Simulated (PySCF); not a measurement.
CH4F6Si3, SMILES FC([SiH2][SiH2][Si](F)(F)F)(F)F (GFN2-xTB optimised geometry):

```
14

F      2.940     0.078     1.100
C      2.532     0.770     0.013
F      2.952     0.055    -1.055
F      3.241     1.911     0.005
Si     0.600     1.025    -0.001
Si    -0.218    -1.160     0.000
Si    -2.500    -1.160     0.000
F     -3.103     0.317     0.000
F     -3.241    -1.831     1.234
F     -3.239    -1.831    -1.235
H      0.393     1.865     1.183
H      0.409     1.856    -1.194
H      0.250    -1.911    -1.178
H      0.251    -1.911     1.177
```

Method: PySCF 2.14.0 with CAM-B3LYP/def2-TZVP.

Task: What are the frontier orbital energies and the dipole moment?

Result: HOMO-2 -11.78 eV, HOMO-1 -11.52 eV, HOMO -10.77 eV, LUMO -0.42 eV, LUMO+1 -0.30 eV; dipole moment 0.46 D.

On the same geometry PBE/def2-TZVP in PySCF 2.14.0 gives HOMO-2 -8.94 eV, HOMO-1 -8.67 eV, HOMO -8.01 eV, LUMO -2.29 eV, LUMO+1 -2.16 eV; dipole moment 0.67 D.

Meta-Löwdin charges at CAM-B3LYP/def2-TZVP: F1 -0.29, C2 0.58, F3 -0.29, F4 -0.27, Si5 0.40, Si6 0.10, Si7 1.46, F8 -0.50, F9 -0.49, F10 -0.49, H11 -0.06, H12 -0.06, H13 -0.04, H14 -0.04.
